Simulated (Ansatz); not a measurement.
Born–Oppenheimer molecular dynamics of GeH4O (6 atoms, charge 0, multiplicity 1). It starts at the highest image of a converged band, a first-order saddle point between two minima.

These are results of Ansatz, RKS B3LYP-D4/def2-SVP, not measurements.

```
ensemble                      : NVE (velocity Verlet)
time step                     : 0.5 fs
steps asked                   : 200
starting velocities drawn for : 300 K
seed                          : 4489
```

First frame:

```xyz
6
Properties=species:S:1:pos:R:3
Ge 0.298 -0.084 -0.525
H 0.409 -0.047 1.254
H 1.464 0.192 0.478
O -0.764 1.337 -0.804
H -1.527 1.357 -0.212
H -0.499 -1.362 -0.173
```

Task: How far do the bonds stretch over the last three quarters of this one trajectory? (Pairs bonded in most of those frames.)

Result: 
```json
{"bond": "Ge1–H2", "mean (Å)": "1.611", "spread (Å)": "0.091", "shortest": "1.44", "longest": "1.81"}
{"bond": "Ge1–H3", "mean (Å)": "1.593", "spread (Å)": "0.097", "shortest": "1.40", "longest": "1.76"}
{"bond": "Ge1–O4", "mean (Å)": "1.819", "spread (Å)": "0.032", "shortest": "1.76", "longest": "1.87"}
{"bond": "Ge1–H6", "mean (Å)": "1.605", "spread (Å)": "0.094", "shortest": "1.45", "longest": "1.75"}
{"bond": "O4–H5", "mean (Å)": "0.968", "spread (Å)": "0.003", "shortest": "0.96", "longest": "0.98"}
```

Mean temperature of the second half: 2316 K. The conserved energy stayed within 0.49 meV per atom of its start (net change -0.059 meV per atom), so the integration is sound. The kinetic energy rose, since the run started high on the potential surface and went downhill. A run of 0.1 ps of so small a system gives no equilibrium averages. The orbitals stay closed-shell, which can raise the energy where a bond breaks towards radicals; this wasn't checked here.

Run time: 5.7 min on 1 thread of Arm Neoverse V1, with other jobs on the host, peak memory 0.12 GiB.
